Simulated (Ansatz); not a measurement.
Ansatz (a first-principles code) input (B3LYP-D3(BJ)/def2-TZVP):

Ansatz 0.2 input:
```yaml
crystal:
  periodic: [false, false, false]
  atoms:
    - {symbol: C, position_ang: [2.03622935, -0.03807588, 1.00016607]}
    - {symbol: C, position_ang: [1.17959813, 0.86387104, 0.09609787]}
    - {symbol: C, position_ang: [0.63077491, 0.13528046, -1.08926433]}
    - {symbol: C, position_ang: [-0.61329492, -0.45100551, -1.24282031]}
    - {symbol: C, position_ang: [-1.68995228, -0.54570685, -0.37336581]}
    - {symbol: C, position_ang: [-1.78592879, -0.05116384, 1.03461403]}
    - {symbol: H, position_ang: [2.45656833, 0.53015140, 1.83269405]}
    - {symbol: H, position_ang: [1.44100944, -0.85641577, 1.40870870]}
    - {symbol: H, position_ang: [2.86215952, -0.47987471, 0.43948508]}
    - {symbol: H, position_ang: [0.38222437, 1.31391746, 0.68538074]}
    - {symbol: H, position_ang: [1.80445047, 1.68910951, -0.25935386]}
    - {symbol: H, position_ang: [1.31764968, 0.02216070, -1.92198364]}
    - {symbol: H, position_ang: [-0.77591638, -0.91874931, -2.21006148]}
    - {symbol: H, position_ang: [-2.57466259, -1.03322592, -0.76584746]}
    - {symbol: H, position_ang: [-0.89449711, -0.28357951, 1.61993828]}
    - {symbol: H, position_ang: [-1.92125757, 1.03598515, 1.07852959]}
    - {symbol: H, position_ang: [-2.64228666, -0.49867574, 1.53994486]}
basis:
  gaussian:
    orbitals: def2-TZVP
hamiltonian:
  xc: b3lyp
  dispersion: d3bj
magnetization: {spin_polarized: true, initial_magnetization: 1}
phonons: {temperatures: {t_min: 298.15, t_max: 298.15, t_step: 100}}
```

Output:

```
Functional definition: B3LYP
integrals: 0.19 GiB planned
1564 factors; their error is unknown
0.35 GiB of the device are held for the grids
1.52 GiB of device memory are held for the factors and their scratch space
mean field: 1.78 GiB planned
mean field evaluation 1: about -6387.3475 eV, gradient 5.7e1 eV
mean field evaluation 2: about -6378.0319 eV, gradient 6.9e1 eV
mean field evaluation 4: about -6402.7692 eV, gradient 3.5e0 eV
mean field evaluation 8: about -6402.8310 eV, gradient 4.2e-1 eV
mean field evaluation 16: about -6402.7939 eV, gradient 6.9e-3 eV
mean field -6402.79391057 eV, -235.2983362439 hartree, gradient 3.6e-5 eV, S^2 0.775994; 0 other end points of the search recorded, 0 dependent functions left out
the calculation of the forces begins
reference -6402.79422617 eV, -235.2983478419 hartree; 24, 23 occupied and 228, 229 virtual orbitals, 1564 factors
these checks for a lower state are left out or cut short: stability, starts, cluster_reference, orbital_swaps, neighbouring_geometries, increment
integrals: 0.19 GiB planned
1564 factors; their error is unknown
0.35 GiB of the device are held for the grids
1.52 GiB of device memory are held for the factors and their scratch space
mean field: 1.78 GiB planned
mean field -6402.79382361 eV, -235.2983330480 hartree, gradient 2.2e-6 eV, S^2 0.775990; 0 other end points of the search recorded, 0 dependent functions left out
the calculation of the forces begins
reference -6402.79413915 eV, -235.2983446441 hartree; 24, 23 occupied and 228, 229 virtual orbitals, 1564 factors
these checks for a lower state are left out or cut short: stability, starts, cluster_reference, orbital_swaps, neighbouring_geometries, increment
integrals: 0.19 GiB planned
1564 factors; their error is unknown
0.35 GiB of the device are held for the grids
1.52 GiB of device memory are held for the factors and their scratch space
mean field: 1.78 GiB planned
mean field evaluation 32: about -6402.7937 eV, gradient 5.5e-4 eV
mean field -6402.79367894 eV, -235.2983277317 hartree, gradient 2.2e-6 eV, S^2 0.775999; 0 other end points of the search recorded, 0 dependent functions left out
the calculation of the forces begins
reference -6402.79399460 eV, -235.2983393318 hartree; 24, 23 occupied and 228, 229 virtual orbitals, 1564 factors
these checks for a lower state are left out or cut short: stability, starts, cluster_reference, orbital_swaps, neighbouring_geometries, increment
integrals: 0.19 GiB planned
1564 factors; their error is unknown
0.36 GiB of the device are held for the grids
1.52 GiB of device memory are held for the factors and their scratch space
mean field: 1.78 GiB planned
mean field -6402.79375142 eV, -235.2983303952 hartree, gradient 2.2e-6 eV, S^2 0.775999; 0 other end points of the search recorded, 0 dependent functions left out
the calculation of the forces begins
reference -6402.79406704 eV, -235.2983419940 hartree; 24, 23 occupied and 228, 229 virtual orbitals, 1564 factors
these checks for a lower state are left out or cut short: stability, starts, cluster_reference, orbital_swaps, neighbouring_geometries, increment
integrals: 0.19 GiB planned
1564 factors; their error is unknown
0.36 GiB of the device are held for the grids
1.52 GiB of device memory are held for the factors and their scratch space
mean field: 1.78 GiB planned
mean field -6402.79375200 eV, -235.2983304164 hartree, gradient 2.2e-6 eV, S^2 0.775989; 0 other end points of the search recorded, 0 dependent functions left out
[...]
reference -6402.79424643 eV, -235.2983485863 hartree; 24, 23 occupied and 228, 229 virtual orbitals, 1564 factors
these checks for a lower state are left out or cut short: stability, starts, cluster_reference, orbital_swaps, neighbouring_geometries, increment
integrals: 0.19 GiB planned
1564 factors; their error is unknown
0.36 GiB of the device are held for the grids
1.52 GiB of device memory are held for the factors and their scratch space
mean field: 1.78 GiB planned
mean field evaluation 672: about -6402.7938 eV, gradient 2.2e-6 eV
mean field -6402.79383211 eV, -235.2983333605 hartree, gradient 2.2e-6 eV, S^2 0.775993; 0 other end points of the search recorded, 0 dependent functions left out
the calculation of the forces begins
reference -6402.79414776 eV, -235.2983449605 hartree; 24, 23 occupied and 228, 229 virtual orbitals, 1564 factors
these checks for a lower state are left out or cut short: stability, starts, cluster_reference, orbital_swaps, neighbouring_geometries, increment
integrals: 0.19 GiB planned
1564 factors; their error is unknown
0.36 GiB of the device are held for the grids
1.52 GiB of device memory are held for the factors and their scratch space
mean field: 1.78 GiB planned
mean field -6402.79379641 eV, -235.2983320485 hartree, gradient 2.2e-6 eV, S^2 0.775996; 0 other end points of the search recorded, 0 dependent functions left out
the calculation of the forces begins
reference -6402.79411196 eV, -235.2983436447 hartree; 24, 23 occupied and 228, 229 virtual orbitals, 1564 factors
these checks for a lower state are left out or cut short: stability, starts, cluster_reference, orbital_swaps, neighbouring_geometries, increment
integrals: 0.19 GiB planned
1564 factors; their error is unknown
0.36 GiB of the device are held for the grids
1.52 GiB of device memory are held for the factors and their scratch space
mean field: 1.78 GiB planned
mean field -6402.79392288 eV, -235.2983366962 hartree, gradient 2.2e-6 eV, S^2 0.775994; 0 other end points of the search recorded, 0 dependent functions left out
the calculation of the forces begins
reference -6402.79423848 eV, -235.2983482943 hartree; 24, 23 occupied and 228, 229 virtual orbitals, 1564 factors
these checks for a lower state are left out or cut short: stability, starts, cluster_reference, orbital_swaps, neighbouring_geometries, increment
integrals: 0.19 GiB planned
1564 factors; their error is unknown
0.36 GiB of the device are held for the grids
1.52 GiB of device memory are held for the factors and their scratch space
mean field: 1.78 GiB planned
mean field -6402.79386885 eV, -235.2983347108 hartree, gradient 2.2e-6 eV, S^2 0.775995; 0 other end points of the search recorded, 0 dependent functions left out
the calculation of the forces begins
reference -6402.79418445 eV, -235.2983463088 hartree; 24, 23 occupied and 228, 229 virtual orbitals, 1564 factors
these checks for a lower state are left out or cut short: stability, starts, cluster_reference, orbital_swaps, neighbouring_geometries, increment
integrals: 0.19 GiB planned
1564 factors; their error is unknown
0.36 GiB of the device are held for the grids
1.52 GiB of device memory are held for the factors and their scratch space
mean field: 1.78 GiB planned
mean field -6402.79382002 eV, -235.2983329162 hartree, gradient 2.2e-6 eV, S^2 0.775995; 0 other end points of the search recorded, 0 dependent functions left out
the calculation of the forces begins
reference -6402.79413557 eV, -235.2983445123 hartree; 24, 23 occupied and 228, 229 virtual orbitals, 1564 factors
these checks for a lower state are left out or cut short: stability, starts, cluster_reference, orbital_swaps, neighbouring_geometries, increment
integrals: 0.19 GiB planned
1564 factors; their error is unknown
0.36 GiB of the device are held for the grids
1.52 GiB of device memory are held for the factors and their scratch space
mean field: 1.78 GiB planned
mean field evaluation 704: about -6402.7939 eV, gradient 5.5e-4 eV
mean field -6402.79386308 eV, -235.2983344988 hartree, gradient 2.2e-6 eV, S^2 0.775993; 0 other end points of the search recorded, 0 dependent functions left out
the calculation of the forces begins
reference -6402.79417874 eV, -235.2983460989 hartree; 24, 23 occupied and 228, 229 virtual orbitals, 1564 factors
these checks for a lower state are left out or cut short: stability, starts, cluster_reference, orbital_swaps, neighbouring_geometries, increment
integrals: 0.19 GiB planned
1564 factors; their error is unknown
0.36 GiB of the device are held for the grids
1.52 GiB of device memory are held for the factors and their scratch space
mean field: 1.78 GiB planned
mean field -6402.79387828 eV, -235.2983350570 hartree, gradient 2.2e-6 eV, S^2 0.775994; 0 other end points of the search recorded, 0 dependent functions left out
the calculation of the forces begins
reference -6402.79419384 eV, -235.2983466540 hartree; 24, 23 occupied and 228, 229 virtual orbitals, 1564 factors
these checks for a lower state are left out or cut short: stability, starts, cluster_reference, orbital_swaps, neighbouring_geometries, increment
integrals: 0.19 GiB planned
1564 factors; their error is unknown
0.36 GiB of the device are held for the grids
1.52 GiB of device memory are held for the factors and their scratch space
mean field: 1.78 GiB planned
mean field -6402.79388351 eV, -235.2983352494 hartree, gradient 2.2e-6 eV, S^2 0.775995; 0 other end points of the search recorded, 0 dependent functions left out
the calculation of the forces begins
reference -6402.79419914 eV, -235.2983468487 hartree; 24, 23 occupied and 228, 229 virtual orbitals, 1564 factors
these checks for a lower state are left out or cut short: stability, starts, cluster_reference, orbital_swaps, neighbouring_geometries, increment
integrals: 0.19 GiB planned
1564 factors; their error is unknown
0.35 GiB of the device are held for the grids
1.52 GiB of device memory are held for the factors and their scratch space
mean field: 1.78 GiB planned
mean field -6402.79389688 eV, -235.2983357408 hartree, gradient 2.2e-6 eV, S^2 0.775995; 0 other end points of the search recorded, 0 dependent functions left out
the calculation of the forces begins
reference -6402.79421252 eV, -235.2983473403 hartree; 24, 23 occupied and 228, 229 virtual orbitals, 1564 factors
these checks for a lower state are left out or cut short: stability, starts, cluster_reference, orbital_swaps, neighbouring_geometries, increment
integrals: 0.19 GiB planned
1564 factors; their error is unknown
0.36 GiB of the device are held for the grids
1.52 GiB of device memory are held for the factors and their scratch space
mean field: 1.78 GiB planned
mean field -6402.79385635 eV, -235.2983342514 hartree, gradient 2.2e-6 eV, S^2 0.775994; 0 other end points of the search recorded, 0 dependent functions left out
the calculation of the forces begins
reference -6402.79417192 eV, -235.2983458482 hartree; 24, 23 occupied and 228, 229 virtual orbitals, 1564 factors
Total energy: -6403.41412415 eV, -235.3211286727 hartree
Atom 0 at     2.036229    -0.038076     1.000166 Å, force    -0.000072    -0.000056    -0.000145 eV/Å
Atom 1 at     1.179598     0.863871     0.096098 Å, force    -0.000252     0.000571    -0.000203 eV/Å
Atom 2 at     0.630775     0.135280    -1.089264 Å, force     0.000274    -0.000930     0.000521 eV/Å
Atom 3 at    -0.613295    -0.451006    -1.242820 Å, force     0.000930    -0.001003     0.000351 eV/Å
Atom 4 at    -1.689952    -0.545707    -0.373366 Å, force    -0.000472     0.000769    -0.000221 eV/Å
Atom 5 at    -1.785929    -0.051164     1.034614 Å, force    -0.000414     0.000126     0.000191 eV/Å
Atom 6 at     2.456568     0.530151     1.832694 Å, force    -0.000044     0.000018    -0.000125 eV/Å
Atom 7 at     1.441009    -0.856416     1.408709 Å, force    -0.000013    -0.000100    -0.000046 eV/Å
Atom 8 at     2.862160    -0.479875     0.439485 Å, force     0.000029    -0.000039    -0.000053 eV/Å
Atom 9 at     0.382224     1.313917     0.685381 Å, force     0.000083     0.000012    -0.000044 eV/Å
Atom 10 at     1.804450     1.689110    -0.259354 Å, force     0.000072     0.000147     0.000108 eV/Å
Atom 11 at     1.317650     0.022161    -1.921984 Å, force     0.000024     0.000324    -0.000113 eV/Å
Atom 12 at    -0.775916    -0.918749    -2.210061 Å, force    -0.000422     0.000718    -0.000310 eV/Å
Atom 13 at    -2.574663    -1.033226    -0.765847 Å, force     0.000152    -0.000500     0.000194 eV/Å
Atom 14 at    -0.894497    -0.283580     1.619938 Å, force    -0.000044    -0.000071    -0.000037 eV/Å
Atom 15 at    -1.921258     1.035985     1.078530 Å, force     0.000147    -0.000052    -0.000034 eV/Å
Atom 16 at    -2.642287    -0.498676     1.539945 Å, force     0.000024     0.000065    -0.000033 eV/Å
Dipole moment:     0.015462     0.038308     0.084030 e Å
Vibrations: 72.54 99.28 147.82 212.51 265.27 317.70 364.78 491.42 619.20 703.64 744.70 800.01 851.04 911.26 970.12 997.80 1019.81 1065.93 1080.39 1138.39 1203.13 1274.41 1288.50 1336.29 1398.79 1407.82 1428.86 1468.47 1484.06 1488.02 1495.75 1499.52 1513.18 1522.19 2999.17 3022.11 3028.76 3063.01 3084.90 3094.76 3097.45 3107.33 3121.00 3146.30 3163.71 cm⁻¹, zero-point energy 4.129362 eV
```

It need not be the lowest isomer of its formula.
